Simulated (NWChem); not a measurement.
Species: CH$_{3}$F$_{2}$SV; SMILES [S]=[V]([CH3])([F])[F]

Not confirmed as a minimum by frequencies.

Q: Give the equilibrium geometry at PBE0/def2-SVP (NWChem) as a Z-matrix, with the point group.

A: point group Cs; any orientation.
```
V
F 1 1.7022
F 1 1.7022 2 116.65
C 1 1.9821 2 106.28 3 -118.25
H 4 1.0995 1 109.93 2 -56.53
H 4 1.0995 5 110.70 1 121.63
H 4 1.1041 5 111.22 6 124.18
S 1 1.9840 2 111.76 3 130.31
```
